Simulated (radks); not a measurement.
Isoelectronic series with 22 electrons, all held in the configuration [Ar] 3d4, which need not be the ground one along the series. All-electron calculation, non-relativistic Kohn-Sham, PBE, spin-unpolarised, spherical densities, point nucleus. Program: a radial shooting solver on a logarithmic mesh with Libxc functionals. Total energies (hartree) and mean radii <r> (bohr):

[
 {"ion": "Cr2+", "E (hartree)": "-1043.18795", "3d": "1.222", "3p": "0.9590"},
 {"ion": "Mn3+", "E (hartree)": "-1148.47734", "3d": "1.041", "3p": "0.8918"},
 {"ion": "Fe4+", "E (hartree)": "-1259.16412", "3d": "0.9179", "3p": "0.8322"},
 {"ion": "Co5+", "E (hartree)": "-1375.23085", "3d": "0.8267", "3p": "0.7795"},
 {"ion": "Ni6+", "E (hartree)": "-1496.66681", "3d": "0.7549", "3p": "0.7329"},
 {"ion": "Cu7+", "E (hartree)": "-1623.46475", "3d": "0.6964", "3p": "0.6915"},
 {"ion": "Zn8+", "E (hartree)": "-1755.61948", "3d": "0.6474", "3p": "0.6545"},
 {"ion": "Ga9+", "E (hartree)": "-1893.12710", "3d": "0.6056", "3p": "0.6213"},
 {"ion": "Ge10+", "E (hartree)": "-2035.98462", "3d": "0.5693", "3p": "0.5913"}
]
